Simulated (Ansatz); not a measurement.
Snn (charge +1): PBE-D4/def2-TZVP single points in Ansatz on relaxed structures, gas phase. Each cluster is the lowest isomer that a short search found in that spin, judged at the geometry's level, and lower ones may exist. Core potentials for Sn, no spin–orbit coupling. HOMO and LUMO are taken over both spins. The spins of the ions were chosen, not always searched. The structures are stationary points that may keep the symmetry of their start. Remarks come from the PBE and PBE0 runs and from stability tests at other levels; not every state was tested.

Task: Estimate the order by LUMO (eV), lowest first.
A. Sn3⁺ (doublet; reduced ion singlet)
B. Sn6⁺ (doublet; reduced ion singlet)

Result: A (-9.06), B (-8.39).

In full:

| species | atoms | state | geometry | HOMO (eV) | LUMO (eV) | gap (eV) | vertical EA (eV) | lowest of the spins relaxed | point group (within 0.1 Å) | remarks |
| --- | --- | --- | --- | --- | --- | --- | --- | --- | --- | --- |
| Sn3⁺ | 3 | doublet; reduced ion singlet | B3LYP-D4/def2-SVP | -9.39 | -9.06 | 0.33 | 6.84 | quartet (-0.05 eV), of doublet/quartet | C2v | quartet lower at PBE0 |
| Sn4⁺ | 4 | doublet; reduced ion singlet | B3LYP-D4/def2-SVP | -9.31 | -9.09 | 0.21 | 6.95 | doublet, of doublet/quartet | D2h | – |
| Sn6⁺ | 6 | doublet; reduced ion singlet | r2SCAN-D4/def2-SVP | -8.89 | -8.39 | 0.50 | 6.42 | – | C2v | – |

The gap (eV) runs from 0.21 (Sn4⁺) to 0.50 (Sn6⁺). The vertical EA (eV) runs from 6.42 (Sn6⁺) to 6.95 (Sn4⁺).
